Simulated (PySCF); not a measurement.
Hf(F)(SH)3 (FH₃HfS₃), SMILES [F][Hf]([SH])([SH])[SH], multiplicity 1. Coordinates come from a PBE0-D3(BJ)/def2-SVP optimisation. The multiplicity is an assumed one; no other spin state was optimised. The structure was generated by enumeration; whether it is a known compound was not checked. The def2 effective core potentials stand for the cores of Hf; spin–orbit coupling is left out. The values are those of a single conformer.

Task: Give the equilibrium geometry at PBE0-D3(BJ)/def2-SVP (PySCF confirms it by a frequency run) as bond lengths and angles. (The exact figures need the calculation; the answer reports its results.)

Result: Several could match; the one computed here: 
Atoms: Hf1 F2 S3 H4 S5 H6 S7 H8. Bond lengths (Å): Hf1–F2 1.903, Hf1–S3 2.427, Hf1–S5 2.431, Hf1–S7 2.434, S3–H4 1.357, S5–H6 1.356, S7–H8 1.357. Bond angles (°): F2–Hf1–S3 112.6, F2–Hf1–S5 111.5, F2–Hf1–S7 110.9, S3–Hf1–S5 106.9, S3–Hf1–S7 105.7, S5–Hf1–S7 108.9, Hf1–S3–H4 91.9, Hf1–S5–H6 90.3, Hf1–S7–H8 92.1.
Charge 0, spin multiplicity 1.
